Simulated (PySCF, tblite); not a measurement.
Isomers of C8H13NO, one GFN2-xTB conformer each. Single-point energies are computed at PBE0/pcSseg-1 (PySCF, gas phase, no added dispersion term), electronic only.

**Question.** Rank them by PBE0/pcSseg-1 energy, lowest first (kJ/mol).
A. `[H]/[N:10]=[C:9]1/[C@@H:5]([CH2:4][CH2:3][O:2][CH3:1])[CH2:6][CH:7]=[CH:8]1` with C1–O2–C3–C4 -177°, O2–C3–C4–C5 178°, C3–C4–C5–C6 174°
B. `[CH3:1][CH:2]=[C:3]=[CH:4][CH2:5][N:6]([CH3:7])[C:8]([CH3:9])=[O:10]` with C3–C4–C5–N6 -111°, C4–C5–N6–C7 68°, C5–N6–C8–C9 -179°
C. `[CH2:1]=[CH:2]/[CH:3]=[CH:4]/[CH2:5][C:6](=[O:7])[N:8]([CH3:9])[CH3:10]` with C1–C2–C3–C4 180°, C3–C4–C5–C6 -130°, C4–C5–C6–O7 -100°, C5–C6–N8–C9 3°

**Answer.** C (0.0), A (33.1), B (40.5).

As drawn, the highest has cumulated double bonds, which the lowest lacks. Neighbours under 10 kJ/mol apart ([H]/N=C1\C=CC[C@@H]1CCOC and CC=C=CCN(C)C(C)=O) can change places with a better method, another conformer or zero-point energy. GFN2-xTB itself gives, in the same order: 0.0, 12.6, 23.0. Both levels put the same isomer lowest; measured from each level's own lowest isomer, the values differ by up to 20.5 kJ/mol ([H]/N=C1\C=CC[C@@H]1CCOC: 12.6 against 33.1).

**Question.** Which frontier levels, dipoles and rotational constants go with these structures?

**Answer.** 
```csv
SMILES,"HOMO (eV, PBE0/pcSseg-1)",LUMO (eV),dipole (D),"A, B, C (MHz)"
C=C/C=C/CC(=O)N(C)C,-6.65,-0.90,3.71,"2611, 616.8, 545.1"
[H]/N=C1\C=CC[C@@H]1CCOC,-6.82,-1.00,2.29,"3016, 680.2, 589.9"
CC=C=CCN(C)C(C)=O,-6.80,0.27,4.37,"3148, 582.7, 514.4"
```

**Question.** What happens when harmonic zero-point energies from GFN2-xTB frequencies are added?

**Answer.** 
```json
{"SMILES": "C=C/C=C/CC(=O)N(C)C", "ZPE (kJ/mol)": "504.1", "electronic (kJ/mol)": "0.0", "with ZPE (kJ/mol)": "0.0"}
{"SMILES": "[H]/N=C1\\C=CC[C@@H]1CCOC", "ZPE (kJ/mol)": "511.3", "electronic (kJ/mol)": "33.1", "with ZPE (kJ/mol)": "40.3"}
{"SMILES": "CC=C=CCN(C)C(C)=O", "ZPE (kJ/mol)": "502.2", "electronic (kJ/mol)": "40.5", "with ZPE (kJ/mol)": "38.6"}
```

The zero-point energies span 9.1 kJ/mol. The lowest isomer stays, but the order above it changes.
